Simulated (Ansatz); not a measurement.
C2H8AlGa, SMILES `[CH3][AlH][CH2][GaH2]` at its PBE0-D4/def2-TZVP geometry, where that method's forces vanish. Total charge 0; spin multiplicity 1.

```xyz
12

C    -1.8463    1.0423    0.6032
Al   -0.3347    0.8644   -0.6191
C     0.5734   -0.8389   -0.8602
Ga    1.9781   -1.2430    0.4344
H    -1.6470    1.8121    1.3571
H    -2.7460    1.3674    0.0690
H    -2.0866    0.1139    1.1273
H     0.1937    2.1380   -1.4163
H     1.0211   -0.8483   -1.8593
H    -0.1837   -1.6265   -0.7716
H     1.6104   -1.9502    1.7909
H     3.4675   -0.8312    0.1446
```

What forces (eV/Å) does ωB97M-V/def2-TZVPP give on these atoms in Ansatz 0.2.0? (Best estimate.)

Computed: 
```
C1  -0.028  0.014  0.018
Al2  0.040  0.090 -0.062
C3  -0.009 -0.012 -0.026
Ga4  0.076 -0.016  0.071
H5  -0.022 -0.060 -0.053
H6   0.064 -0.026  0.046
H7   0.012  0.070 -0.035
H8  -0.054 -0.119  0.076
H9  -0.044 -0.010  0.069
H10  0.052  0.052 -0.021
H11  0.035  0.056 -0.110
H12 -0.122 -0.040  0.027
```
